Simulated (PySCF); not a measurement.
Species: N-methyl-4-piperidinol, C6H13NO.
SMILES with atom numbers: `[CH3:1][N:2]1[CH2:3][CH2:4][CH:5]([OH:6])[CH2:7][CH2:8]1` (hydrogens: H9, H10, H11 on C1; H12, H13 on C3; H14, H15 on C4; H16 on C5; H17 on O6; H18, H19 on C7; H20, H21 on C8)

Computed geometry: GFN2-xTB, gas phase.

(1) Give the optimised bond lengths and angles.

Results:

(1) 
| bond | length (bohr) |
| --- | --- |
| C1–N2 | 2.732 |
| N2–C3, N2–C8 | 2.743 |
| C3–C4, C7–C8 | 2.881 |
| C4–C5, C5–C7 | 2.892 |
| C5–O6 | 2.663 |
| C1–H9 | 2.083 |
| C1–H10, C1–H11 | 2.058 |
| C3–H12, C8–H20 | 2.091 |
| C3–H13, C8–H21 | 2.066 |
| C4–H14, C7–H19 | 2.065 |
| C4–H15, C7–H18 | 2.061 |
| C5–H16 | 2.071 |
| O6–H17 | 1.822 |

Bonds in one row agree within 0.02 bohr and their mean is given. A selection of angles:
| angle | degrees |
| --- | --- |
| C1–N2–C3 | 111.5 |
| C3–N2–C8 | 110.7 |
| N2–C3–C4 | 110.3 |
| C3–C4–C5 | 110.2 |
| C4–C5–O6 | 112.2 |
| C4–C5–C7 | 108.3 |
| H17–O6–C5 | 108.4 |

Torsions: C1–N2–C3–C4 -173° (antiperiplanar); N2–C3–C4–C5 -59° (synclinal); C3–C4–C5–O6 180° (antiperiplanar); C4–C5–C7–C8 -56° (synclinal); C5–C7–C8–N2 59° (synclinal); C1–N2–C8–C7 173° (antiperiplanar); H17–O6–C5–C4 -60° (synclinal).

O6 (alcohol oxygen) is bent (angle 108.4°). The 6-membered ring N2–C3–C4–C5–C7–C8 has internal angles of 108.3° to 110.7°; it is puckered, 0.24 Å rms from its mean plane, widest ring torsion 62°. Of the pairs four or more bonds apart, H10···H21 is among the closest relative to their van der Waals radii: 2.32 Å, 97 % of the sum of Bondi's values. N2 (tertiary amine nitrogen) is pyramidal (angles 111.8°, 111.5° and 110.7°, sum 334.1°, 0.44 Å off the plane of its three neighbours).

No GFN2-xTB frequencies stand behind this structure, so it isn't proved a minimum. One conformer, not necessarily the lowest (C4–C5–O6–H -60°, C1–N2–C3–C4 -173°, N2–C3–C4–C5 -59°, C3–C4–C5–O6 180°, C4–C5–C7–C8 -56°).
